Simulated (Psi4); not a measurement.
ClSn (SMILES [Cl][Sn+]), charge +1, singlet, at a GFN2-xTB geometry (such geometries of metal compounds can be far from the true shape) (core potentials on Sn).

The Psi4 input:
```
memory 2 GB

molecule {
1 1
  Sn   -0.00000000   -0.00000000   -0.58286497
  Cl    0.00000000    0.00000000    1.71430873
}

set basis def2-qzvp

energy('blyp')
print_variables()
```

### Question
What does this run give for the number of basis functions, total energy, nuclear repulsion energy?

### Answer

```json
{
 "number_of_basis_functions": "152",
 "total_energy": "-674.2691 Eh",
 "nuclear_repulsion_energy": "86.1547 Eh"
}
```
